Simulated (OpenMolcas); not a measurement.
# Co: effect of the basis set

| Property | Result |
| --- | --- |
| Program | OpenMolcas |
| Method | SS-CASPT2, IPEA 0.25 Eh, imaginary shift 0.1 Eh (closed shells correlated: 3s 3p 4s) |
| Active space | 7 electrons in 5 orbitals (3d) |
| State averaging | 2S+1 = 4 even, 10 roots; 2S+1 = 2 even, 40 roots (35 in the spin-orbit step) |
| Spin-orbit coupling | state interaction with AMFI integrals over the reference wave functions, term energies averaged over their components |

A. ANO-RCC-VDZP [5s4p2d1f], DKH2, point nucleus; CASPT2 step of the order of 4 core-seconds
B. ANO-L-VTZP [6s5p3d2f1g], non-relativistic, point nucleus; CASPT2 step about 6 core-seconds
C. ANO-RCC-VTZP [6s5p3d2f1g], DKH2, point nucleus; CASPT2 step about 6 core-seconds
D. ANO-R2 [7s5p4d2f1g], X2C, finite nucleus; CASPT2 step roughly 12 core-seconds
E. ANO-RCC-VQZP [7s6p4d3f2g1h], DKH2, point nucleus; CASPT2 step about 21 core-seconds
F. ANO-R3 [8s5p5d3f2g1h], X2C, finite nucleus; CASPT2 step of the order of 18 core-seconds

Energies in cm⁻¹ above 3d⁷ 4s² ⁴F_9/2, the measured ground level; measured values from NIST Handbook of Basic Atomic Spectroscopic Data.

```tsv
Level	A	B	C	D	E	F	Measured
3d⁷ 4s² ⁴F_9/2	0.0	0.0	0.0	0.0	0.0	0.0	0.0
3d⁷ 4s² ⁴F_7/2	832	833	831	817	814	818	816
3d⁷ 4s² ⁴F_5/2	1442	1442	1440	1416	1410	1417	1407
3d⁷ 4s² ⁴F_3/2	1859	1859	1855	1825	1817	1825	1809
3d⁷ 4s² ⁴P_5/2	15830	15310	14830	14980	15020	14850	13795
3d⁷ 4s² ⁴P_3/2	16110	15590	15110	15250	15290	15110	14036
3d⁷ 4s² ²G_9/2	16380	16130	15720	15820	15650	15440	
3d⁷ 4s² ⁴P_1/2	16490	15970	15490	15630	15660	15490	14399
3d⁷ 4s² ²G_7/2	17170	16920	16510	16600	16430	16210	
3d⁷ 4s² ²P_3/2 [72 %]	21630	21020	20770	20720	20600	20320	
3d⁷ 4s² ²H_11/2	22180	21820	21230	21310	21090	20930	
3d⁷ 4s² ²D_5/2	22690	22470	22050	21980	21960	21690	
3d⁷ 4s² ²P_1/2	22690	21970	21770	21700	21550	21270	
3d⁷ 4s² ²H_9/2	22880	22520	21930	22010	21780	21630	
3d⁷ 4s² ²D_3/2 [74 %]	24160	23830	23450	23360	23300	23050	
3d⁷ 4s² ²F_5/2	37330	36090	35360	35360	35310	34930	
3d⁷ 4s² ²F_7/2	37650	36410	35680	35680	35620	35250
```

Deviations, from unrounded energies. A percentage is the sum of absolute deviations over the sum of measured energies, with the sign that they share, or ± where signs differ.

```tsv
Against measurement	Levels	A	B	C	D	E	F
mean absolute deviation (cm-1)	6	1100	790	550	610	630	540
fine structure of the ground term (%)	3	+2.5	+2.5	+2.3	+0.6	±0.3	+0.7
other terms of the ground configuration (%)	3	+14.7	+11.0	+7.6	+8.6	+8.9	+7.6
```

C, F lie about equally close to measurement and A furthest from it. The largest miss of F in the table is 3d⁷ 4s² ⁴P_1/2, by +1100 cm-1. The ranking rests on the paired levels alone, and a cruder setting can come out closer through cancelling errors.

The two smallest mean deviations differ by little beside CASPT2's spread within terms, so their order carries little weight.

Among A to F the level of the table that moves most is 3d⁷ 4s² ²F_7/2, by 2400 cm-1 (lowest in F, highest in A). Moves below CASPT2's spread within the term are not significant.

CASPT2 does not keep the components of a term degenerate, so their means are used; among the terms shown or strongly mixed into the levels shown the widest spread is 1400 cm-1 (3d⁷ 4s² ⁴F, C). Some high roots are left out of the spin-orbit mixing, which shifts the levels that they would mix with. With the s shell closed, the reference lacks s² → p², s² → d² and s → d mixing, so excited terms can stand far too high and out of order, with CASPT2 too. The CASPT2 spread within a term exceeds the gap to the next term for 3d⁷ 4s² ²P and 3d⁷ 4s² ²H, 3d⁷ 4s² ²H and 3d⁷ 4s² ²D, so the order of their levels is uncertain. Computed and measured levels are paired by configuration, term and J; levels that our copy of the source lacks, or whose pairing is in doubt (as where it misses far off the trend of its configuration), stay unpaired and out of the deviations. Levels of configurations outside the active space are missing.

A share in square brackets marks a mixed level and gives the weight of the term that names it, the lowest over the columns.
